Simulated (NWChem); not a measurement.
System: CH₃Se₂ anion

Input file for NWChem:

```
start job
memory heap 200 mb stack 900 mb global 1100 mb
charge -1
geometry units angstroms noautoz
  C     -1.393048     1.643034     0.000000
  Se     0.447626     0.912520     0.000000
  Se    -0.001848    -1.430724     0.000000
  H     -1.926633     1.298444     0.896109
  H     -1.329455     2.743318     0.000000
  H     -1.926633     1.298444    -0.896109
end
basis spherical
  C library sto-3g
  Se library sto-3g
  H library sto-3g
end
dft
  xc b3lyp
  iterations 150
  mulliken
end
task dft energy
```

NWChem printed, in part:

```
             Northwest Computational Chemistry Package (NWChem) 7.3.0
             --------------------------------------------------------

 CS  symmetry detected

                             Geometry "geometry" -> ""
                             -------------------------

 Output coordinates in angstroms (scale by  1.889725989 to convert to a.u.)

  No.       Tag          Charge          X              Y              Z
 ---- ---------------- ---------- -------------- -------------- --------------
    1 C                    6.0000    -1.39484523     1.69048192     0.00000000
    2 Se                  34.0000     0.43738054     0.93902985     0.00000000
    3 Se                  34.0000    -0.03877960    -1.39893739     0.00000000
    4 H                    1.0000    -1.93232422     1.35199773     0.89610900
    5 H                    1.0000    -1.31871201     2.78996939     0.00000000
    6 H                    1.0000    -1.93232422     1.35199773    -0.89610900

 Effective nuclear repulsion energy (a.u.)     388.0238291844

      Symmetry information
      --------------------

 Group name             Cs
 Group number              2
 Group order               2
 No. of unique centers     5

                                 NWChem DFT Module
                                 -----------------

 Summary of "ao basis" -> "ao basis" (spherical)
 ------------------------------------------------------------------------------
       Tag                 Description            Shells   Functions and Types
 ---------------- ------------------------------  ------  ---------------------
 C                           sto-3g                  3        5   2s1p
 Se                          sto-3g                  8       18   4s3p1d
 H                           sto-3g                  1        1   1s

      Symmetry analysis of basis
      --------------------------

        a'         32
        a"         12

            General Information
            -------------------
          SCF calculation type: DFT
          Wavefunction type:  closed shell.
          No. of atoms     :     6
          No. of electrons :    78
           Alpha electrons :    39
            Beta electrons :    39
          Charge           :    -1
          Spin multiplicity:     1
          Use of symmetry is: on ; symmetry adaption is: on
          Maximum number of iterations: 150
          AO basis - number of functions:    44
                     number of shells:    22
          Convergence on energy requested:  1.00D-06
          Convergence on density requested:  1.00D-05
          Convergence on gradient requested:  5.00D-04

              XC Information
              --------------
                         B3LYP Method XC Potential
                     Hartree-Fock (Exact) Exchange  0.200
                        Slater Exchange Functional  0.800 local
                    Becke 1988 Exchange Functional  0.720 non-local
              Lee-Yang-Parr Correlation Functional  0.810
                  VWN I RPA Correlation Functional  0.190 local

             Grid Information
             ----------------
          Grid used for XC integration:  medium
          Radial quadrature: Mura-Knowles
          Angular quadrature: Lebedev.
          Tag              B.-S. Rad. Rad. Pts. Rad. Cut. Ang. Pts.
          ---              ---------- --------- --------- ---------
          C                   0.70       49           9.0       434
          Se                  1.15      112          11.0       590
          H                   0.35       45          10.0       434
          Grid pruning is: on
          Number of quadrature shells:   363
          Spatial weights used:  Erf1

      Superposition of Atomic Density Guess
      -------------------------------------

 Sum of atomic energies:       -4785.59982172

 Renormalizing density from      77.00 to     78

      Non-variational initial energy
      ------------------------------

 Total energy =   -4822.360311
 1-e energy   =   -7577.555703
 2-e energy   =    2367.171563
 HOMO         =       0.259411
 LUMO         =       0.523614

      Symmetry analysis of molecular orbitals - initial
      -------------------------------------------------

  Numbering of irreducible representations:

     1 a'          2 a"

  Orbital symmetries:

     1 a'          2 a'          3 a'          4 a'          5 a"
     6 a'          7 a'          8 a'          9 a"         10 a'
    11 a'         12 a'         13 a'         14 a'         15 a"
    16 a'         17 a'         18 a'         19 a"         20 a'
    21 a'         22 a"         23 a'         24 a"         25 a'
    26 a'         27 a"         28 a'         29 a"         30 a'
    31 a'         32 a'         33 a'         34 a"         35 a'
    36 a'         37 a"         38 a'         39 a"         40 a'
    41 a'         42 a'         43 a"         44 a'

     ---------------------------------------------
      Total Density - Mulliken Population Analysis
     ---------------------------------------------

    Atom       Charge   Shell Charges
 -----------   ------   -------------------------------------------------------
    1 C    6     5.95   1.99  1.29  2.66
    2 Se  34    33.99   2.00  2.00  6.00  2.00  5.97  1.84  4.19 10.00
    3 Se  34    35.00   2.00  2.00  6.00  2.00  5.98  1.93  5.09 10.00
    4 H    1     1.02   1.02
    5 H    1     1.02   1.02
    6 H    1     1.02   1.02

[...]
```

Level: B3LYP/STO-3G. Sets without diffuse functions describe the anion's extra electron poorly. Structure relaxed at the B3LYP/def2-SVPD level. No frequency run checked for a minimum. The highest occupied level is positive, so the extra electron may be held by the finite basis.
